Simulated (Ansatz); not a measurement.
Computed with Ansatz on PBE0-D4/def2-TZVP structures; ΔE is electronic, products minus reactants. CCSD(T)/CBS adds triple-zeta CCSD(T) − MP2 to the extrapolated MP2 energy (def2 sets, frozen cores). DFT in def2-TZVPP. B3LYP here is the variant with VWN-RPA as its local correlation; programs differ in this. HSE06 is defined as in plane-wave codes. def2 core potentials past Kr. For Hf outer-core shells are correlated without core-valence functions, which leaves a few kJ/mol of doubt a bond. One conformer a species, not always the lowest.

`[OH][Hf]([OH])([OH])[F]` + `C#CB(C)F` → `C#[C][Hf]([OH])([OH])[F]` + `CB(O)F`  (redistribution)

`[OH][Hf]([OH])([OH])[F]`:

Z-matrix (Å, degrees):
```
Hf
O 1 1.923
O 1 1.923 2 110.5
O 1 1.923 2 110.5 3 122.7
F 1 1.923 2 108.4 3 -118.6
H 2 0.951 1 161.5 3 2.9
H 3 0.951 1 161.5 2 125.6
H 4 0.951 1 161.5 2 3.0
```

`C#CB(C)F`:

Cartesian coordinates in Å:
```
C -1.905 -1.404 -0.411
C -1.136 -0.479 -0.334
B -0.119 0.658 -0.209
C 1.292 0.458 0.416
F -0.481 1.850 -0.673
H -2.593 -2.215 -0.484
H 1.842 1.392 0.533
H 1.878 -0.213 -0.223
H 1.222 -0.047 1.384
```

`C#[C][Hf]([OH])([OH])[F]`:

Cartesian coordinates in Å:
```
C 1.577 1.381 1.746
C 0.796 0.853 0.980
Hf -0.644 -0.068 -0.399
O 0.193 -0.217 -2.107
O -1.151 -1.758 0.326
F -2.181 1.062 -0.531
H 2.263 1.845 2.419
H 0.538 -0.441 -2.964
H -1.391 -2.656 0.530
```

`CB(O)F`:

Z-matrix (Å, degrees):
```
C
B 1 1.558
H 1 1.094 2 110.3
H 1 1.090 2 112.6 3 121.6
H 1 1.094 2 110.2 3 -116.8
O 2 1.353 1 122.1 3 -121.7
F 2 1.343 1 119.9 3 58.3
H 6 0.962 2 112.8 1 -180.0
```

(1) Is it downhill or uphill in electronic energy at CCSD(T)/CBS, and by how much? (An estimate is asked.)

(2) What do these levels give: r2SCAN-D4, B3LYP-D4, HSE06-D4, BHLYP-D4, PBE-QIDH, r2SCAN, PBE0, RPA@PBE/def2-TZVPP, CCSD(T)/def2-SVP, SCS-MP2/def2-QZVPP, MP2/CBS(def2), CCSD/CBS(def2)? (An estimate is asked.)

Largest T1 diagnostic among the species: 0.016.

Results:

(1) The calculation gave: Downhill: ΔE = -2.1 kcal/mol.

(2) Ansatz gave: r2SCAN-D4 -1.6, B3LYP-D4 -1.1, HSE06-D4 -2.0, BHLYP-D4 -1.9, PBE-QIDH -2.6, r2SCAN -1.6, PBE0 -1.9, RPA@PBE/def2-TZVPP -4.6, CCSD(T)/def2-SVP -4.4, SCS-MP2/def2-QZVPP -2.0, MP2/CBS(def2) -1.3, CCSD/CBS(def2) -1.8 kcal/mol.

From BLYP to BHLYP (50 % exact exchange), in def2-TZVPP and without D4, ΔE moves by −1.1 kcal/mol. Leaving LDA and LC-ωPBE aside and taking each functional with its dispersion term where it has one, the values, not all of them listed here, spread over 2.1 kcal/mol, from PBE-QIDH to BLYP-D4.
